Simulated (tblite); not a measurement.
C4H3F2O2 (charge -1).
Bonds: C1–C2 (double), C2–C3, C3–F4, C3–F5, C3–C6, C6–O7 (double), C6–O8. Hydrogens: H9, H10 on C1; H11 on C2.
Bond orders are those of one Lewis drawing.

Computed with GFN2-xTB (tblite), gas phase: Langevin dynamics at 300 K from the optimised GFN2-xTB geometry, time step 0.5 fs, friction 0.01 fs⁻¹, 2000 steps. The instantaneous temperature is 2·E(kin)/(3Nk) with all 3N coordinates.

```
t (fs)  T (K)  E(pot) above start (eV)  C1=C2 (Å)  C2–C3 (Å)  C3–F4 (Å)  C3–F5 (Å)  C3–C6 (Å)  C1–H9 (Å)  C1–C2–C3–F4 (°)
     0    263                    0.000      1.327      1.471      1.380      1.374      1.670      1.078              146
    25    167                    0.296      1.304      1.487      1.323      1.412      1.629      1.077              151
    50    214                    0.287      1.328      1.524      1.404      1.359      1.704      1.102              150
    75    152                    0.336      1.354      1.470      1.429      1.312      1.681      1.064              143
   100    246                    0.186      1.367      1.470      1.396      1.395      1.688      1.083              141
   125    177                    0.302      1.358      1.457      1.352      1.423      1.733      1.074              135
   150    301                    0.158      1.334      1.469      1.371      1.357      1.700      1.103              130
   175    224                    0.199      1.311      1.468      1.405      1.383      1.650      1.089              130
   200    237                    0.294      1.336      1.498      1.407      1.414      1.655      1.026              128
   225    281                    0.342      1.347      1.469      1.362      1.384      1.741      1.118              120
   250    278                    0.474      1.357      1.514      1.361      1.349      1.711      1.164              126
   275    183                    0.377      1.322      1.536      1.409      1.362      1.618      1.066              127
   300    258                    0.366      1.336      1.491      1.358      1.394      1.674      1.049              131
   325    221                    0.354      1.340      1.486      1.367      1.367      1.791      1.138              142
   350    308                    0.325      1.344      1.512      1.374      1.415      1.656      1.107              150
   375    367                    0.343      1.344      1.458      1.358      1.341      1.684      0.997              151
   400    394                    0.339      1.331      1.486      1.400      1.370      1.699      1.085              148
   425    242                    0.439      1.314      1.536      1.432      1.336      1.692      1.170              149
   450    386                    0.309      1.362      1.455      1.365      1.369      1.771      1.054              155
   475    304                    0.326      1.374      1.443      1.387      1.436      1.670      1.060              162
   500    235                    0.409      1.309      1.461      1.422      1.416      1.581      1.148              156
   525    358                    0.297      1.295      1.447      1.404      1.369      1.789      1.074              148
   550    377                    0.336      1.343      1.435      1.378      1.382      1.802      1.042              131
   575    324                    0.416      1.358      1.517      1.362      1.438      1.604      1.080              115
   600    230                    0.420      1.301      1.463      1.381      1.358      1.610      1.127              112
   625    307                    0.295      1.341      1.498      1.442      1.350      1.684      1.042              121
   650    192                    0.347      1.350      1.455      1.329      1.449      1.740      1.093              139
   675    211                    0.354      1.318      1.526      1.375      1.420      1.712      1.082              138
   700    288                    0.351      1.299      1.465      1.405      1.344      1.694      1.026              156
   725    294                    0.290      1.342      1.463      1.383      1.400      1.620      1.087              147
   750    295                    0.312      1.357      1.440      1.365      1.400      1.686      1.127              150
   775    308                    0.331      1.333      1.501      1.385      1.374      1.781      1.088              162
   800    352                    0.305      1.327      1.460      1.383      1.372      1.654      1.050              166
   825    308                    0.378      1.356      1.466      1.361      1.425      1.624      1.086              175
   850    370                    0.459      1.334      1.445      1.342      1.424      1.635      1.107              176
   875    299                    0.431      1.343      1.482      1.458      1.314      1.705      1.058              160
   900    294                    0.375      1.324      1.433      1.392      1.374      1.838      1.091              156
   925    261                    0.412      1.321      1.500      1.346      1.441      1.642      1.047              144
   950    335                    0.226      1.315      1.448      1.399      1.379      1.663      1.080              154
   975    374                    0.382      1.326      1.409      1.437      1.376      1.598      1.117              161
  1000    441                    0.330      1.334      1.451      1.445      1.398      1.768      1.038              150
```

Problem. From 500 fs on, how do temperature and potential energy compare with equipartition?

Solution. The mean temperature of these 21 frames is 307 K against the target 300 K, and the mean potential energy 0.35 eV against 27 × kT/2 = 0.35 eV for 27 classical harmonic modes. For 11 atoms in a canonical ensemble the temperature itself scatters by T·√(2/(3N)) = 74 K; here its standard deviation is 59 K. The whole run lasts only 10 friction times of 100 fs, so these averages carry a wide statistical error.

Problem. What are the kinetic and total energies of the listed frame with the highest potential energy?

Solution. The one at 250 fs, 0.474 eV above the start. Its kinetic energy is 3NkT/2 = 0.395 eV at 278 K, so the sum is 0.87 eV; over the listed frames the sum runs from 0.37 to 0.99 eV, since the thermostat adds and removes energy.

Problem. How much do the listed bonds fluctuate from 500 fs on?

Solution. 
| bond | at the start (Å) | mean (Å) | standard deviation (Å) |
| --- | --- | --- | --- |
| C1=C2 | 1.327 | 1.330 | 0.019 |
| C2–C3 | 1.471 | 1.465 | 0.029 |
| C3–F4 | 1.380 | 1.390 | 0.034 |
| C3–F5 | 1.374 | 1.391 | 0.034 |
| C3–C6 | 1.670 | 1.687 | 0.073 |
| C1–H9 | 1.078 | 1.080 | 0.032 |

The motion is classical and holds no zero-point motion.

The cost below is that of the whole dynamics run. Time: 23 s wall; peak memory 0.18 GiB. Hardware: an AMD EPYC 7571 with one thread, shared host with 64 logical CPUs at a one-minute load of 36.
